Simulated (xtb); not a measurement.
xtb input:

```bash
xtb mol.xyz --gfn 2 --sp --chrg 0 --uhf 0
```
mol.xyz:
```
14

C      1.90235597    -0.31808874    -0.81918042
Sn     0.03055222    -0.05500043     0.23288720
C     -1.46955148    -1.35801557    -0.62242059
C     -0.61418144     2.00262100     0.05903811
H      1.77088135    -0.07104969    -1.87243434
H      2.23786216    -1.35147551    -0.73929658
H      2.66677132     0.33365230    -0.39759198
H      0.24891107    -0.44809230     1.89734801
H     -2.41801594    -1.23454220    -0.10088102
H     -1.15614574    -2.39821832    -0.54124713
H     -1.61226785    -1.11444358    -1.67501852
H     -0.75404606     2.25739718    -0.99128788
H      0.13373980     2.66957264     0.48638264
H     -1.55703957     2.14812096     0.58504415
```

Task: Which total energy does the run end on?

Result: -13.55516 Eh (GFN2-xTB).
